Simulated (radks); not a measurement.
Spherical quantum dot in the effective-mass picture: electrons in a well V = -V0 / (1 + exp((r - R)/a)) with V0 = 11.7, R = 3.83, a = 0.4, with a point charge +2 (a donor) at the centre, all in effective atomic units (hartree* = m*/eps^2 hartree, bohr* = eps/m* bohr), one dielectric constant everywhere. Method: non-relativistic Kohn-Sham, PBEsol, spin-polarised, spherical densities; computed with a radial shooting solver with Libxc functionals. Levels are named by radial order and angular momentum (1s, 1p, 1d, 2s, ...), and open shells are averaged over m. Results are scaled to m* = 0.045 and eps = 8.2, for which hartree* = 18.21 meV and bohr* = 9.643 nm. Each electron was tried in the lowest free levels, single moves between levels near the top were tried too, and the lowest total energy was kept; such a search can miss a lower state. The series stops at N = 27: beyond it a trial failed or the search could not be trusted, so later rows were left out. At N = 1 the Hartree and exchange-correlation terms need not cancel, so that row can carry a self-interaction error.

N	open shells	2S	mu = E(N) - E(N-1) (meV)	addition energy mu(N+1) - mu(N) (meV)	e(HOMO) (meV)	rms radius (nm)
1	1s(up 1, down 0)	1	-248.69	20.32	-240.47	8.302
2	none	0	-228.37	31.91	-222.01	9.815
3	1p(up 1, down 0)	1	-196.46	6.951	-193.11	13.74
4	1p(up 2, down 0)	2	-189.51	7.303	-185.87	15.59
5	1p(up 3, down 0)	3	-182.21	9.657	-178.55	16.78
6	1p(up 3, down 1)	2	-172.55	6.516	-169.37	17.71
7	1p(up 3, down 2)	1	-166.03	6.777	-162.66	18.43
8	none	0	-159.26	9.633	-155.85	19.02
9	2s(up 1, down 0)	1	-149.62	8.129	-146.14	19.60
10	none	0	-141.49	11.60	-137.81	20.04
11	1d(up 1, down 0)	1	-129.89	6.235	-126.78	20.55
12	1d(up 2, down 0)	2	-123.66	6.236	-120.54	21.00
13	1d(up 3, down 0)	3	-117.42	6.224	-114.31	21.40
14	1d(up 4, down 0)	4	-111.20	6.204	-108.09	21.75
15	1d(up 5, down 0)	5	-104.99	7.785	-101.90	22.07
16	1d(up 5, down 1)	4	-97.207	5.987	-94.216	22.37
17	1d(up 5, down 2)	3	-91.220	5.997	-88.222	22.64
18	1d(up 5, down 3)	2	-85.223	5.994	-82.224	22.90
19	1d(up 5, down 4)	1	-79.229	5.983	-76.235	23.14
20	none	0	-73.245	15.14	-70.258	23.36
21	1f(up 1, down 0)	1	-58.102	5.756	-55.223	23.61
22	1f(up 2, down 0)	2	-52.346	5.749	-49.470	23.85
23	1f(up 3, down 0)	3	-46.597	5.739	-43.726	24.07
24	1f(up 4, down 0)	4	-40.858	5.726	-37.993	24.28
25	1f(up 5, down 0)	5	-35.132	5.712	-32.273	24.48
26	1f(up 6, down 0)	6	-29.420	5.698	-26.568	24.66
27	1f(up 7, down 0)	7	-23.722	-	-20.878	24.84

All shells are closed at N = 2, 8, 10, 20 (there: 1s2 1p6 1d10 2s2); the second difference of the energy has clear peaks (12 % above both neighbours; the first and last values, which can be the largest, are not judged, and half-filled shells can peak too) at N = 2, 5, 8, 10, 15, 20.
